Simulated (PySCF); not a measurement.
Job file and geometry (Å, from PBE0-D3(BJ)/def2-SVP) of an NMR shielding run on `[BH3-][N+](C)(C)CC(C)C`, C$_{6}$H$_{18}$BN, GIAO HF/pcSseg-1 NMR shielding, non-relativistic, gas phase in PySCF; density fitting, a coarse starting grid and PySCF grid level 2 are the driver's defaults:

```
$ OMP_NUM_THREADS=1 python probes_run.py task.json out

{"job": {"kind": "nmr", "xc": "HF", "basis": "pcSseg-1", "pop": false}, "charge": 0, "multiplicity": 1}
B     -1.678491     0.082604     1.338483
N     -1.353629    -0.177522    -0.250606
C     -2.384509    -1.091618    -0.771240
C     -1.432318     1.097336    -0.979336
C     -0.030632    -0.839132    -0.429771
C      1.196843    -0.022276    -0.009104
C      2.165185    -0.907149     0.770007
C      1.899780     0.635215    -1.193583
H     -2.826581     0.511704     1.365390
H     -1.561652    -1.010267     1.882735
H     -0.876393     0.908166     1.753536
H     -3.371000    -0.637962    -0.620168
H     -2.217708    -1.291098    -1.842515
H     -2.343213    -2.030753    -0.206649
H     -1.241839     0.945317    -2.054249
H     -2.434433     1.518298    -0.833639
H     -0.702893     1.801481    -0.564875
H      0.056303    -1.140114    -1.490265
H     -0.094694    -1.757017     0.170038
H      0.842334     0.756883     0.684341
H      1.689987    -1.304435     1.679414
H      3.058722    -0.340703     1.073373
H      2.505896    -1.761084     0.160165
H      1.230845     1.286919    -1.774741
H      2.745720     1.251659    -0.853030
H      2.302467    -0.126084    -1.882801
```

**Question.** What does the program print?

**Answer.** 
```
final grid: 186144 points
cycle   1  E = -316.6117117259  dE =  1.416e+00  |g| = 6.078e-01  |ddm| = 3.950e+00
cycle   2  E = -316.7192469522  dE = -1.075e-01  |g| = 2.799e-01  |ddm| = 7.456e-01
cycle   3  E = -316.7365966699  dE = -1.735e-02  |g| = 8.437e-02  |ddm| = 2.585e-01
cycle   4  E = -316.7386971144  dE = -2.100e-03  |g| = 1.867e-02  |ddm| = 9.816e-02
cycle   5  E = -316.7387790836  dE = -8.197e-05  |g| = 2.724e-03  |ddm| = 1.590e-02
cycle   6  E = -316.7387824398  dE = -3.356e-06  |g| = 6.841e-04  |ddm| = 4.854e-03
cycle   7  E = -316.7387826669  dE = -2.270e-07  |g| = 2.637e-04  |ddm| = 1.297e-03
cycle   8  E = -316.7387826988  dE = -3.194e-08  |g| = 7.637e-05  |ddm| = 4.396e-04
cycle   9  E = -316.7387827022  dE = -3.368e-09  |g| = 1.458e-05  |ddm| = 1.879e-04
cycle  10  E = -316.7387827023  dE = -1.115e-10  |g| = 4.336e-06  |ddm| = 3.250e-05
converged SCF energy = -316.7387827023

GIAO shielding tensors (ppm)
atom      isotropic    diamagn.    paramagn.     s11        s22        s33       span
  0 B      124.365     186.603     -62.238    106.594    112.236    154.265     47.672
  1 N      226.767     323.906     -97.139    208.742    224.874    246.686     37.943
  2 C      140.281     243.924    -103.642    113.340    120.071    187.432     74.092
  3 C      146.256     247.313    -101.057    124.316    132.145    182.308     57.992
  4 C      126.271     250.319    -124.048    103.499    118.409    156.905     53.405
  5 C      170.883     244.472     -73.588    165.883    167.573    179.194     13.312
  6 C      167.334     244.703     -77.370    146.373    166.793    188.835     42.462
  7 C      167.175     245.765     -78.590    151.848    160.867    188.810     36.961
  8 H       30.063      33.189      -3.126     26.855     27.781     35.552      8.696
  9 H       30.167      32.724      -2.557     26.993     27.777     35.731      8.739
 10 H       29.700      32.269      -2.568     25.902     28.496     34.704      8.802
 11 H       29.166      29.568      -0.403     24.759     26.574     36.164     11.405
 12 H       30.060      29.898       0.162     25.884     27.564     36.732     10.848
 13 H       29.190      29.711      -0.521     25.174     26.604     35.792     10.618
 14 H       30.211      31.997      -1.785     26.274     27.747     36.613     10.338
 15 H       29.326      31.321      -1.995     24.888     27.022     36.068     11.179
 16 H       29.120      31.968      -2.849     24.739     28.556     34.064      9.325
 17 H       30.304      35.750      -5.446     25.696     31.641     33.576      7.879
 18 H       29.596      35.687      -6.091     24.312     30.905     33.571      9.259
 19 H       29.508      33.543      -4.034     24.927     28.854     34.744      9.817
 20 H       30.244      30.471      -0.226     24.956     28.906     36.872     11.916
 21 H       30.696      29.823       0.873     25.804     27.890     38.394     12.590
 22 H       30.996      30.499       0.497     27.200     28.704     37.085      9.885
 23 H       30.628      31.489      -0.861     25.037     31.010     35.835     10.798
 24 H       30.661      30.154       0.507     26.002     27.630     38.351     12.349
 25 H       31.074      30.955       0.118     27.741     28.374     37.106      9.365
```

**Question.** Turn these shieldings into chemical shifts. Referencing at the same level of theory: BF3·OEt2 for ¹¹B (σ = 115.29 ppm); ¹⁵N (σ = 265.72 ppm) vs NH3; ¹³C (σ = 190.85 ppm), ¹H (σ = 31.69 ppm) against TMS.

**Answer.** Averaging equivalent atoms: B 0: -9.1; N 1: 38.9; C 4: 64.6; C 2/3: 47.6; C 6/7: 23.6; C 5: 20.0; H 19: 2.18; H 11/12/13/14/15/16: 2.17; H 17/18: 1.74; H 8/9/10: 1.71; H 20/21/22/23/24/25: 0.97 ppm. Experimental scales use liquid or dissolved standards, which lie at an offset from isolated NH3 (liquid NH3: subtract about 20 ppm).

Size and cost of the density-fitted run: 226 basis functions, 19 s wall time on 1 thread of an Arm Neoverse V2, shared host; peak memory 1 GiB.
